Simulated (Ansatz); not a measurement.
The cluster Ag4F3⁺, 7 atoms. Hardware: 4 threads of Arm Neoverse V1 on a shared host.

In the def2 sets Ag takes a core potential; there is no spin–orbit coupling. Correlated methods freeze 3 core orbitals; core or outer-core shells of Ag are correlated, in sets that lack core-valence functions.

Problem. How many basis functions does each of these Ansatz runs have, and roughly what does it cost? RPA@PBE/def2-TZVP, charge 1 singlet, energy, from earlier orbitals; B2PLYP/def2-TZVP, charge 1 singlet, energy, from earlier orbitals; MP2/def2-TZVP, charge 1 singlet, energy, from earlier orbitals; r2SCAN-D4/def2-TZVP, charge 1 singlet, energy, from earlier orbitals; B3LYP-D4/def2-TZVP, charge 1 singlet, energy, from earlier orbitals; PBE0-D4/def2-TZVP, charge 1 singlet, energy, from earlier orbitals; PBE-D4/def2-SVP, charge 1 singlet, energy, from earlier orbitals; r2SCAN-D4/def2-SVP, charge 1 singlet, relaxation, 5 steps; PBE-D4/def2-TZVP, charge 1 singlet, energy and forces, from earlier orbitals; HSE06-D4/def2-TZVP, charge 1 singlet, energy, from earlier orbitals; PBE0-D4/def2-SVP, charge 1 singlet, energy, from earlier orbitals.

Solution. Other jobs shared the machine, so times can vary by a factor of up to 3. A dash marks memory too small to be measured apart from the calling script's.

| run | functions | fitting or Cholesky vectors | wall time | peak host memory (GiB) |
| --- | --- | --- | --- | --- |
| PBE-D4/def2-SVP, charge 1 singlet, energy, from earlier orbitals | 166 | 1572 | 2.9 s | – |
| PBE0-D4/def2-SVP, charge 1 singlet, energy, from earlier orbitals | 166 | 1714 | 5.5 s | 0.55 |
| PBE-D4/def2-TZVP, charge 1 singlet, energy and forces, from earlier orbitals | 253 | 1880 | 5.5 s | – |
| HSE06-D4/def2-TZVP, charge 1 singlet, energy, from earlier orbitals | 253 | 2012 | 8 s | 1.2 |
| B3LYP-D4/def2-TZVP, charge 1 singlet, energy, from earlier orbitals | 253 | 1900 | 8 s | 1.1 |
| MP2/def2-TZVP, charge 1 singlet, energy, from earlier orbitals | 253 | 2175 | 9 s | 0.91 |
| r2SCAN-D4/def2-TZVP, charge 1 singlet, energy, from earlier orbitals | 253 | 1880 | 9.5 s | – |
| PBE0-D4/def2-TZVP, charge 1 singlet, energy, from earlier orbitals | 253 | 2012 | 9.5 s | 1.1 |
| B2PLYP/def2-TZVP, charge 1 singlet, energy, from earlier orbitals | 253 | 2175 | 15 s | 0.98 |
| RPA@PBE/def2-TZVP, charge 1 singlet, energy, from earlier orbitals | 253 | 2175 | 16 s | 1 |
| r2SCAN-D4/def2-SVP, charge 1 singlet, relaxation, 5 steps | 166 | 1572 | 24 s | – |
